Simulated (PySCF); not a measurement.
**EPR parameters of C7H4F2N**

Compound: C₇H₄F₂N (doublet state).
Cartesian coordinates in Å at the GFN2-xTB level; atoms count from 1:
```
atom  x, y, z in Å
C1     0.512    2.072    0.230
C2     0.037    0.800    0.106
C3    -1.277    0.334    0.183
F4    -2.348    1.078    0.459
C5    -1.357   -1.154    0.039
F6    -2.182   -1.572   -0.987
C7     0.082   -1.509   -0.211
C8     0.851   -0.410   -0.156
C9     2.249   -0.359   -0.321
N10    3.385   -0.298   -0.449
H11   -0.159    2.894    0.405
H12    1.564    2.278    0.158
H13   -1.755   -1.639    0.946
H14    0.397   -2.514   -0.423
```

Identity: `C=C1[C](F)[C@@H](F)C=C1C#N` [radical].

Computed, not measured: UKS B3LYP, pcH-1 on C F H N, non-relativistic, mean-field spin-orbit, GIAO in PySCF 2.14.0. Isolated species at its GFN2-xTB geometry, gas phase. A GFN2-xTB geometry isn't a minimum of the functional, and hyperfine couplings can be far from their values at a DFT geometry. The SCF solution wasn't tested for stability. ⟨S²⟩ is 0.785 where a pure state has 0.75.

| Quantity | Value |
| --- | --- |
| g1, g2, g3 | 2.00205, 2.00329, 2.00423 |
| g_iso | 2.00319 |
| Form of g | rhombic: the two nearest values differ by 43 % of g3 − g1 |
| ⟨S²⟩ | 0.7850 (exact 0.7500) |
| α and β electrons | 36, 35 |
| HOMO–LUMO gap, α and β orbitals | 3.60, 4.48 eV |

Hyperfine couplings atom by atom, in MHz; T1 to T3 are the principal values of the dipolar part; ρ(0) is the spin density at the nucleus:

| atom | isotope | a_iso | T1 | T2 | T3 | Mulliken spin population | ρ(0) (bohr⁻³) |
| --- | --- | --- | --- | --- | --- | --- | --- |
| C1 | 13C | 45.7 | -43.2 | -41.7 | 84.8 | 0.58 | 0.0406 |
| C2 | 13C | -50.5 | -27.6 | 10.5 | 17.1 | -0.23 | -0.0449 |
| C3 | 13C | 75.8 | -63.1 | -59.7 | 122.9 | 0.64 | 0.0674 |
| F4 | 19F | 112.9 | -196.8 | -162.9 | 359.6 | 0.05 | 0.0268 |
| C5 | 13C | -19.4 | -1.7 | -1.1 | 2.8 | -0.02 | -0.0173 |
| F6 | 19F | 133.6 | -50.9 | -39.1 | 90.0 | 0.02 | 0.0318 |
| C7 | 13C | -8.5 | -14.3 | 6.3 | 8.1 | -0.09 | -0.0076 |
| C8 | 13C | 11.0 | -5.6 | -3.5 | 9.1 | 0.07 | 0.0098 |
| C9 | 13C | -5.2 | -2.1 | 0.1 | 2.0 | -0.02 | -0.0046 |
| N10 | 14N | 0.7 | -1.3 | -0.9 | 2.3 | 0.03 | 0.0020 |
| H11 | 1H | -34.5 | -17.6 | -1.7 | 19.3 | -0.02 | -0.0077 |
| H12 | 1H | -36.1 | -20.9 | -0.6 | 21.5 | -0.03 | -0.0081 |
| H13 | 1H | 42.6 | -5.1 | -1.8 | 6.9 | 0.02 | 0.0095 |
| H14 | 1H | 4.7 | -1.5 | -0.7 | 2.2 | 0.00 | 0.0011 |

The Mulliken spin populations are largest on C3 (+0.64), C1 (+0.58), C2 (-0.23) and C7 (-0.09). The angles at C3 add up to 359.8°, so it is planar.

Axes: g2 points within 6° of the C3–F4 bond and g3 points within 12° of the C1–C2 bond.

Under fast tumbling the dipolar parts average out, and these isotropic splittings remain: 1 × 19F (F6, I = 1/2, 2 lines) with 4.77 mT, 1 × 19F (F4, I = 1/2, 2 lines) with 4.03 mT, 1 × 1H (H13, I = 1/2, 2 lines) with 1.52 mT, 1 × 1H (H12, I = 1/2, 2 lines) with 1.29 mT, 1 × 1H (H11, I = 1/2, 2 lines) with 1.23 mT and 1 × 1H (H14, I = 1/2, 2 lines) with 0.17 mT.

The 13C coupling of C3 (75.8 MHz) shows only in satellite lines or after enrichment, since that isotope makes up about 1.07 % of natural carbon.
